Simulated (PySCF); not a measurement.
Two species compared at the same levels of theory.

First species: C9H7NSi.
SMILES: `N#Cc1ccc2c(c1)[SiH2]C=C2`

Second species: C8H12BN.
InChI=1S/C8H12BN/c9-10-6-2-1-3-8(10)7-4-5-7/h1-3,6-7H,4-5H2,9H3

Levels: CAM-B3LYP/def2-SVPD for dipole moment, HOMO energy, LUMO energy, HOMO–LUMO gap, static isotropic polarisability and electronic spatial extent ⟨r²⟩ about the centre of nuclear charge; TDDFT CAM-B3LYP/def2-SVPD for lowest singlet excitation; TDA CAM-B3LYP/def2-SVPD for lowest triplet excitation (Tamm–Dancoff); PBE0-D3(BJ)/def2-SVP for rotational constant A and rotational constant C. Geometries: PBE0-D3(BJ)/def2-SVP. All species are isolated and taken at one optimised geometry, non-relativistic unless stated. Electronic properties by PySCF.

The conformers computed, where there is a choice (atom-mapped SMILES and torsion angles):
- `[BH3-:1][n+:2]1[cH:3][cH:4][cH:5][cH:6][c:7]1[CH:8]1[CH2:9][CH2:10]1`: C6–C7–C8–C9 -31°

(1) Which has the higher LUMO energy?

(2) Which of the two has the higher ⟨r²⟩, and by how much?

(3) Which of the two has the higher rotational constant A, and by how much?

(4) Which of the two has the higher rotational constant C, and by how much?

(5) Which of the two has the higher dipole moment, and by how much?

(6) Which of the two has the higher HOMO energy, and by how much?

(7) Which of the two has the higher T1 energy, and by how much?

(8) Which has the higher HOMO–LUMO gap?

## Answers

(1) The second: -0.67 eV against -1.23 eV, a difference of 0.56 eV.

(2) The first: 2146 bohr² against 1498 bohr², a difference of 648 bohr².

(3) The first: 2.454 GHz against 2.256 GHz, a difference of 0.198 GHz.

(4) The second: 0.805 GHz against 0.492 GHz, a difference of 0.313 GHz.

(5) The second: 6.15 D against 5.15 D, a difference of 1.00 D.

(6) The first: -8.29 eV against -8.59 eV, a difference of 0.30 eV.

(7) The second: 3.95 eV against 2.90 eV, a difference of 1.05 eV.

(8) The second: 7.92 eV against 7.06 eV, a difference of 0.86 eV.

On the first: A dipole of 5.15 D is allowed in Cs, and pure rotational transitions are dipole-allowed. S1 lies 2.67 eV below the HOMO–LUMO gap; its leading configuration is HOMO→LUMO, weight 0.88.

On the second: The dipole matches unit charges of opposite sign 1.28 Å apart (1 e·Å = 4.8032 D). S1 lies 2.87 eV below the HOMO–LUMO gap.
